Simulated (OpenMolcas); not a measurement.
## A ladder of methods for CH6Sn (SMILES [CH3][SnH3])

The species is CH6Sn (8 atoms), meant as a singlet with charge 0. As SMILES, `[CH3][SnH3]`. The shape is that of a PBE0-D4/def2-TZVP optimisation.

Quantity: the dipole moment, in D. The values are calculated.

```tsv
level	kind	program	value (D)	CPU time
HF/def2-SVP (core potential)	Hartree–Fock	OpenMolcas	0.73	4.7 s
revPBE/def2-SVP (core potential)	GGA	OpenMolcas	0.82	24 s
TPSS/def2-SVP (core potential)	meta-GGA	OpenMolcas	0.86	31 s
r2SCAN/def2-SVP (core potential)	meta-GGA	OpenMolcas	0.80	29 s
B3LYP/def2-SVP (core potential)	global hybrid	OpenMolcas	0.80	24 s
BHLYP/def2-SVP (core potential)	global hybrid	OpenMolcas	0.75	21 s
M06-2X/def2-SVP (core potential)	hybrid meta-GGA	OpenMolcas	0.73	27 s
PBE0/def2-SVP (core potential)	global hybrid	OpenMolcas	0.78	25 s
```

The values span 0.73 to 0.86 D. Magnitudes only. Times are those of the runs behind each value, whatever else they computed, on shared processors of several kinds: orders of magnitude only.
